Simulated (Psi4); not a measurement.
C$_{3}$H$_{9}$Ga (SMILES [CH3][Ga]([CH3])[CH3]), singlet, geometry from GFN2-xTB (such geometries of metal compounds can be far from the true shape), with bond 8-6 at 1.3 times its length; TPSS/STO-3G in Psi4.

Input for Psi4:
```
memory 2 GB

molecule mol {
0 1
  Ga    0.000005    0.000078    0.000017
  C    -1.416061   -1.467775   -0.159925
  H    -1.481535   -1.839897   -1.186616
  H    -2.406758   -1.088451    0.107454
  H    -1.192636   -2.316577    0.492090
  C    -0.187610    1.724865   -1.084127
  H     0.685476    1.884087   -1.723816
  H    -0.289290    2.856279   -0.228287
  H    -1.074878    1.705367   -1.722777
  C     1.603641   -0.257273    1.244028
  H     2.258030    0.618647    1.245427
  H     2.200285   -1.122707    0.940833
  H     1.277856   -0.436963    2.272804
}

set basis sto-3g
set reference rks
set scf_type direct

energy('tpss')
print_variables()
```

What the program printed (banner, timings and long lists left out):

```
   => Loading Basis Set <=

    Name: STO-3G
    Role: ORBITAL
    Keyword: BASIS

         ---------------------------------------------------------
                                   SCF
               by Justin Turney, Rob Parrish, Andy Simmonett
                          and Daniel G. A. Smith
                              RKS Reference
         ---------------------------------------------------------

  ==> Geometry <==

    Molecular point group: c1
    Full point group: C1

    Geometry (in Angstrom), charge = 0, multiplicity = 1:

       Center              X                  Y                   Z               Mass
    ------------   -----------------  -----------------  -----------------  -----------------
         GA           0.000212453502    -0.002246625632    -0.001733396019    68.925573500000
         C           -1.415853546498    -1.470099625632    -0.161675396019    12.000000000000
         H           -1.481327546498    -1.842221625632    -1.188366396019     1.007825032230
         H           -2.406550546498    -1.090775625632     0.105703603981     1.007825032230
         H           -1.192428546498    -2.318901625632     0.490339603981     1.007825032230
         C           -0.187402546498     1.722540374368    -1.085877396019    12.000000000000
         H            0.685683453502     1.881762374368    -1.725566396019     1.007825032230
         H           -0.289082546498     2.853954374368    -0.230037396019     1.007825032230
         H           -1.074670546498     1.703042374368    -1.724527396019     1.007825032230
         C            1.603848453502    -0.259597625632     1.242277603981    12.000000000000
         H            2.258237453502     0.616322374368     1.243676603981     1.007825032230
         H            2.200492453502    -1.125031625632     0.939082603981     1.007825032230
         H            1.278063453502    -0.439287625632     2.271053603981     1.007825032230

  Running in c1 symmetry.

  Rotational constants: A =      0.15342  B =      0.15206  C =      0.08017 [cm^-1]
  Rotational constants: A =   4599.28037  B =   4558.76837  C =   2403.32391 [MHz]
  Nuclear repulsion =  261.330157537037792

  Charge       = 0
  Multiplicity = 1
  Electrons    = 58
  Nalpha       = 29
  Nbeta        = 29

  ==> Algorithm <==

  SCF Algorithm Type is DIRECT.
  DIIS enabled.
  MOM disabled.
  Fractional occupation disabled.
  Guess Type is SAD.
  Energy threshold   = 1.00e-06
  Density threshold  = 1.00e-06
  Integral threshold = 1.00e-12

  ==> Primary Basis <==

  Basis Set: STO-3G
    Blend: STO-3G
    Number of shells: 26
    Number of basis functions: 42
    Number of Cartesian functions: 43
    Spherical Harmonics?: true
    Max angular momentum: 2

  ==> DFT Potential <==

   => LibXC <=

    Version 7.1.2
    S. Lehtola, C. Steigemann, M. J. T. Oliveira, and M. A. L. Marques,  SoftwareX 7, 1–5 (2018) (10.1016/j.softx.2017.11.002)

   => Composite Functional: TPSS <=

    TPSS Meta-GGA XC Functional

    J. Tao, et al., Phys. Rev. Lett., 91, 146401, 2003

    Deriv               =              1
    GGA                 =           TRUE
    Meta                =           TRUE

    Exchange Hybrid     =          FALSE
    MP2 Hybrid          =          FALSE

   => Exchange Functionals <=

    1.0000   XC_MGGA_X_TPSS

   => Correlation Functionals <=

    1.0000   XC_MGGA_C_TPSS

   => LibXC Density Thresholds  <==

    XC_MGGA_C_TPSS:  1.00E-15
    XC_MGGA_X_TPSS:  1.00E-15

   => Molecular Quadrature <=

    Radial Scheme          =       TREUTLER
    Pruning Scheme         =           NONE
    Nuclear Scheme         =       TREUTLER

    Blocking Scheme        =         OCTREE
    BS radius alpha        =              1
    Pruning alpha          =              1
    Radial Points          =             75
    Spherical Points       =            302
    Total Points           =         278543
    Total Blocks           =           2127
    Max Points             =            256
    Max Functions          =             40
    Weights Tolerance      =       1.00E-15

   => Loading Basis Set <=

    Name: (STO-3G AUX)
    Role: JKFIT
    Keyword: DF_BASIS_SCF

  Starting with a DF guess...

  ==> Integral Setup <==

  SCF_SUBTYPE=INCORE selected. In-core MEM_DF algorithm will be used.
  Using in-core AOs.

  ==> MemDFJK: Density-Fitted J/K Matrices <==

    J tasked:                   Yes
    K tasked:                    No
    wK tasked:                   No
    Algorithm:                 Core
    Schwarz Cutoff:           1E-12
    Mask sparsity (%):       2.0408
    Fitting Condition:        1E-10

   => Auxiliary Basis Set <=

  Basis Set: (STO-3G AUX)
    Blend: DEF2-UNIVERSAL-JKFIT
    Number of shells: 189
    Number of basis functions: 653
    Number of Cartesian functions: 818
    Spherical Harmonics?: true
    Max angular momentum: 5

  Minimum eigenvalue in the overlap matrix is 2.3456337167E-01.
  Reciprocal condition number of the overlap matrix is 1.0093909404E-01.
    Using symmetric orthogonalization.

  ==> Pre-Iterations <==

  SCF Guess: Superposition of Atomic Densities via on-the-fly atomic UHF (no occupation information).

   -------------------------
    Irrep   Nso     Nmo
   -------------------------
     A         42      42
   -------------------------
    Total      42      42
   -------------------------

  ==> Iterations <==

                           Total Energy        Delta E     RMS |[F,P]|

   @DF-RKS iter SAD: -2016.97760597017168   -2.01698e+03   0.00000e+00
   @DF-RKS iter   1: -2019.52859751017377   -2.55099e+00   2.13243e-02 DIIS/ADIIS
   @DF-RKS iter   2: -1968.33786246580712    5.11907e+01   9.44934e-02 DIIS/ADIIS
   @DF-RKS iter   3: -2012.30805057377597   -4.39702e+01   1.09173e-01 ADIIS
   @DF-RKS iter   4: -2020.43274056042446   -8.12469e+00   7.46283e-03 DIIS/ADIIS
   @DF-RKS iter   5: -2018.96821568074665    1.46452e+00   3.16237e-02 DIIS/ADIIS
[...]
   @DF-RKS iter  45: -2019.57459086304743    9.21248e-01   1.82596e-02 DIIS/ADIIS
   @DF-RKS iter  46: -2020.50814202568290   -9.33551e-01   4.67035e-03 DIIS/ADIIS
   @DF-RKS iter  47: -2020.50366038073525    4.48164e-03   5.04507e-03 DIIS/ADIIS
   @DF-RKS iter  48: -2020.50562164094026   -1.96126e-03   4.97686e-03 DIIS/ADIIS
   @DF-RKS iter  49: -2019.57682613686529    9.28796e-01   1.83127e-02 DIIS/ADIIS
   @DF-RKS iter  50: -2020.50666475829507   -9.29839e-01   4.84181e-03 DIIS/ADIIS
   @DF-RKS iter  51: -2020.50385594185627    2.80882e-03   5.01838e-03 DIIS/ADIIS
   @DF-RKS iter  52: -2020.50583496191325   -1.97902e-03   4.91675e-03 DIIS/ADIIS
   @DF-RKS iter  53: -2020.50612428702448   -2.89325e-04   4.86691e-03 DIIS/ADIIS
   @DF-RKS iter  54: -2020.50778159860511   -1.65731e-03   4.84918e-03 DIIS/ADIIS
   @DF-RKS iter  55: -2020.51059413734583   -2.81254e-03   4.80772e-03 DIIS/ADIIS
   @DF-RKS iter  56: -2019.57953865600257    9.31055e-01   1.81763e-02 DIIS/ADIIS
   @DF-RKS iter  57: -2020.50848070008669   -9.28942e-01   4.79599e-03 DIIS/ADIIS
   @DF-RKS iter  58: -2020.50391163084737    4.56907e-03   4.95268e-03 DIIS/ADIIS
   @DF-RKS iter  59: -2020.50126324264920    2.64839e-03   5.06996e-03 DIIS/ADIIS
   @DF-RKS iter  60: -2019.56017398608628    9.41089e-01   1.87874e-02 DIIS/ADIIS
   @DF-RKS iter  61: -2020.50813871226069   -9.47965e-01   4.67854e-03 DIIS/ADIIS
   @DF-RKS iter  62: -2020.50764766029556    4.91052e-04   4.75321e-03 DIIS/ADIIS
   @DF-RKS iter  63: -2020.50585902773400    1.78863e-03   4.81369e-03 DIIS/ADIIS
   @DF-RKS iter  64: -2020.50667816550754   -8.19138e-04   4.79906e-03 DIIS/ADIIS
   @DF-RKS iter  65: -2020.50610843475260    5.69731e-04   4.78733e-03 DIIS/ADIIS
   @DF-RKS iter  66: -2020.50399425043702    2.11418e-03   4.94262e-03 DIIS/ADIIS
   @DF-RKS iter  67: -2019.49413076328824    1.00986e+00   1.99889e-02 DIIS/ADIIS
   @DF-RKS iter  68: -2020.54919088283282   -1.05506e+00   2.52324e-03 DIIS/ADIIS
   @DF-RKS iter  69: -2019.57595458364995    9.73236e-01   1.82121e-02 DIIS/ADIIS
   @DF-RKS iter  70: -2019.59235354262569   -1.63990e-02   2.00163e-02 DIIS/ADIIS
   @DF-RKS iter  71: -2019.51252555352039    7.98280e-02   1.98844e-02 DIIS/ADIIS
   @DF-RKS iter  72: -2019.50875486428663    3.77069e-03   2.00112e-02 DIIS/ADIIS
   @DF-RKS iter  73: -2019.49063821311984    1.81167e-02   2.03808e-02 DIIS/ADIIS
   @DF-RKS iter  74: -2019.58880078113771   -9.81626e-02   1.84144e-02 DIIS/ADIIS
   @DF-RKS iter  75: -2019.59125727155651   -2.45649e-03   1.84132e-02 DIIS/ADIIS
   @DF-RKS iter  76: -2020.51783499660905   -9.26578e-01   4.28507e-03 DIIS/ADIIS
   @DF-RKS iter  77: -2019.60423130797267    9.13604e-01   1.79623e-02 DIIS/ADIIS
   @DF-RKS iter  78: -2020.50848020696549   -9.04249e-01   4.71365e-03 DIIS/ADIIS
   @DF-RKS iter  79: -2020.55126634452881   -4.27861e-02   2.31684e-03 DIIS/ADIIS
   @DF-RKS iter  80: -2020.50396928600753    4.72971e-02   4.89109e-03 DIIS/ADIIS
   @DF-RKS iter  81: -2019.49086801452722    1.01310e+00   1.98244e-02 DIIS/ADIIS
   @DF-RKS iter  82: -2020.52428960649786   -1.03342e+00   4.05399e-03 DIIS/ADIIS
   @DF-RKS iter  83: -2020.51021017629500    1.40794e-02   4.61432e-03 DIIS/ADIIS
   @DF-RKS iter  84: -2020.51134864727464   -1.13847e-03   4.61142e-03 DIIS/ADIIS
   @DF-RKS iter  85: -2019.58788055927107    9.23468e-01   1.93059e-02 DIIS/ADIIS
   @DF-RKS iter  86: -2020.00543237857755   -4.17552e-01   1.89346e-02 DIIS/ADIIS
   @DF-RKS iter  87: -2020.09601745497866   -9.05851e-02   1.79234e-02 DIIS/ADIIS
   @DF-RKS iter  88: -2020.53943164561269   -4.43414e-01   3.54121e-03 DIIS/ADIIS
   @DF-RKS iter  89: -2019.55543259024535    9.83999e-01   1.92982e-02 DIIS/ADIIS
   @DF-RKS iter  90: -2019.55478351707507    6.49073e-04   1.94192e-02 DIIS/ADIIS
   @DF-RKS iter  91: -2019.55684786181155   -2.06434e-03   1.94135e-02 DIIS/ADIIS
   @DF-RKS iter  92: -2019.57171194102011   -1.48641e-02   1.93028e-02 DIIS/ADIIS
   @DF-RKS iter  93: -2019.57600012975513   -4.28819e-03   1.93915e-02 DIIS/ADIIS
   @DF-RKS iter  94: -2019.57088939871824    5.11073e-03   1.94071e-02 DIIS/ADIIS
   @DF-RKS iter  95: -2020.49869037902590   -9.27801e-01   5.38177e-03 DIIS/ADIIS
   @DF-RKS iter  96: -2019.54317109414592    9.55519e-01   1.93582e-02 DIIS/ADIIS
   @DF-RKS iter  97: -2020.50997897907223   -9.66808e-01   4.66307e-03 DIIS/ADIIS
   @DF-RKS iter  98: -2019.51022174643936    9.99757e-01   1.98044e-02 DIIS/ADIIS
   @DF-RKS iter  99: -2019.44385029729801    6.63714e-02   2.13739e-02 DIIS/ADIIS
   @DF-RKS iter 100: -2020.51887331728130   -1.07502e+00   4.28575e-03 DIIS/ADIIS

PsiException: Could not converge SCF iterations in 100 iterations.

PsiException: Could not converge SCF DF preiterations in 100 iterations.

Traceback (most recent call last):
  File "psi4", line 375, in <module>
  File "<string>", line 35, in <module>
  File "site-packages/psi4/driver/driver.py", line 533, in energy
  File "site-packages/psi4/driver/procrouting/proc.py", line 2760, in run_scf
  File "site-packages/psi4/driver/procrouting/proc.py", line 2047, in scf_helper
  File "site-packages/psi4/driver/procrouting/scf_proc/scf_iterator.py", line 74, in scf_compute_energy

psi4.driver.p4util.exceptions.SCFConvergenceError: Could not converge SCF DF preiterations in 100 iterations.

Printing out the relevant lines from the Psithon --> Python processed input file:
    ""","mol")
    core.IO.set_default_namespace("mol")
    core.set_global_option("BASIS", "sto-3g")
    core.set_global_option("REFERENCE", "rks")
    core.set_global_option("SCF_TYPE", "direct")
--> energy('tpss')
    print_variables()

!-------------------------------------------------------------!
!                                                             !
!  Could not converge SCF DF preiterations in 100 iterations. !
!                                                             !
!-------------------------------------------------------------!
```

Convergence was not reached.
